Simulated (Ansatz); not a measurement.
Reaction (formal exchange of groups at a B–O bond): `CBOCO` + `C[SiH](O)[SiH3]` → `CB[SiH](O)[SiH3]` + `COCO`

Gas-phase electronic energies from Ansatz, PBE0-D4/def2-TZVP geometries. CCSD(T)/CBS adds triple-zeta CCSD(T) − MP2 to the extrapolated MP2 energy (def2 sets, frozen cores). This one scheme is used for every species. Functionals use def2-TZVPP. One conformer a species, not always the lowest.

CCSD(T)/CBS gives +252.1 kJ/mol.

(1) Another level gave +236.3 kJ/mol. Which?
A. ωB97X-V/def2-TZVPP
B. PBE/def2-TZVPP
C. CCSD/def2-TZVPP
D. PBE0-D4/def2-TZVPP

Largest T1 diagnostic among the species: 0.013.

## Answers

(1) B. PBE 236.3, ωB97X-V 245.7, CCSD/def2-TZVPP 251.8, PBE0-D4 241.5 kJ/mol.

From PBE to PBE0 (25 % exact exchange), in def2-TZVPP and without D4, ΔE moves by +6.6 kJ/mol.
